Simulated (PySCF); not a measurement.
C₄H₁₃GaO.
Structure used (GFN2-xTB), in Å, numbered top down from 1:
```xyz
19
C4H13GaO angstrom
C      2.9523    0.1635   -0.2800
C      1.8466   -0.4547    0.5899
Ga     0.3171   -1.0895   -0.6023
O     -1.4272    0.0183    0.0026
C     -2.6407   -0.4800    0.5282
C     -1.4066    1.4228   -0.1441
H      3.7661    0.5669    0.3247
H      2.5492    0.9709   -0.8961
H      3.3658   -0.5875   -0.9552
H      1.5194    0.2895    1.3304
H      2.2728   -1.2803    1.1745
H      0.2887   -0.5473   -2.0782
H     -0.4202   -2.4668   -0.4196
H     -2.5287   -1.5622    0.5879
H     -2.8266   -0.0700    1.5266
H     -3.4781   -0.2313   -0.1320
H     -2.1883    1.7518   -0.8368
H     -0.4271    1.6776   -0.5517
H     -1.5445    1.9175    0.8235
```

PySCF, density fitting, gas phase, GFN2-xTB geometry. The standard run uses grid level 2 after a coarse-grid start, the def2-universal JK fitting basis (with tight functions added where the orbital basis needs them), an energy threshold of 1e-9 Eh and DIIS. The changed runs have no coarse-grid stage.

Question: Standard PBE0/def2-SVPD: E = -2159.354065 Eh, HOMO -6.819 eV, LUMO 0.209 eV, dipole 4.273 D, 11 cycles (coarse-grid cycles included). What changes at PBE0/def2-SVPD with: grid level 4, energy threshold 1e-08 Eh?

Answer: E = -2159.354061 Eh (+0.004 mEh), HOMO -6.819 eV (0.000), LUMO 0.209 eV (0.000), dipole 4.273 D (0.000), 9 SCF cycles. The result matches the standard run within 0.02 mEh and 0.003 eV.

The cycles:
```
cycle   1  E = -2159.2776436961  dE = -3.354e-01  |g| = 6.550e-01  |ddm| = 5.476e+00
cycle   2  E = -2159.2232373903  dE =  5.441e-02  |g| = 8.683e-01  |ddm| = 1.597e+00
cycle   3  E = -2159.3528519386  dE = -1.296e-01  |g| = 7.768e-02  |ddm| = 9.210e-01
cycle   4  E = -2159.3537940946  dE = -9.422e-04  |g| = 3.960e-02  |ddm| = 9.761e-02
cycle   5  E = -2159.3540511928  dE = -2.571e-04  |g| = 6.649e-03  |ddm| = 4.735e-02
cycle   6  E = -2159.3540605910  dE = -9.398e-06  |g| = 1.812e-03  |ddm| = 1.280e-02
cycle   7  E = -2159.3540614181  dE = -8.270e-07  |g| = 3.903e-04  |ddm| = 2.774e-03
cycle   8  E = -2159.3540614540  dE = -3.592e-08  |g| = 7.270e-05  |ddm| = 6.929e-04
cycle   9  E = -2159.3540614553  dE = -1.275e-09  |g| = 2.981e-05  |ddm| = 1.881e-04
```
